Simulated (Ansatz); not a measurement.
CH7NO2Si can be A, `N[SiH2]C(O)O`, or B, `N[SiH](O)CO`.

Computed with Ansatz on PBE0-D4/def2-TZVP structures; ΔE is electronic, products minus reactants. CCSD(T)/CBS is the MP2 limit (def2-TZVPP, def2-QZVPP) plus CCSD(T) − MP2 in def2-TZVPP, frozen cores. Functionals use def2-TZVPP. B3LYP here is the variant with VWN-RPA as its local correlation; programs differ in this. One conformer a species, not always the lowest.

Problem. Which is lower in electronic energy at CCSD(T)/CBS, and by how much? (Best estimate.)

Solution. The calculation gave: B, by 159.5 kJ/mol.

Problem. Give E(B) − E(A) in kJ/mol with B3LYP-D4, B3LYP, ωB97M-V, PBE-D4, BLYP-D4, HF/def2-TZVPP, CCSD(T)/def2-TZVPP. (An estimate is asked.)

Solution. Ansatz gave: B3LYP-D4 -153.8, B3LYP -153.3, ωB97M-V -155.3, PBE-D4 -143.6, BLYP-D4 -148.7, HF/def2-TZVPP -161.7, CCSD(T)/def2-TZVPP -156.2. None reverses the order clearly.

Problem. Does the order hold for the free energy at 298.15 K (harmonic terms from PBE0-D4)? (Best estimate.)

Solution. Computed: Yes: G(B) − G(A) = -156.7 kJ/mol, for one conformer each.

Largest T1 diagnostic: 0.012.

From BLYP to BHLYP (50 % exact exchange), in def2-TZVPP and without D4, E(B) − E(A) moves by −11.2 kJ/mol. Leaving LDA and LC-ωPBE aside and taking each functional with its dispersion term where it has one, the values, not all of them listed here, spread over 17.3 kJ/mol, from B97M-V to revPBE-D4. LDA lies +3.5 kJ/mol from PBE without D4.
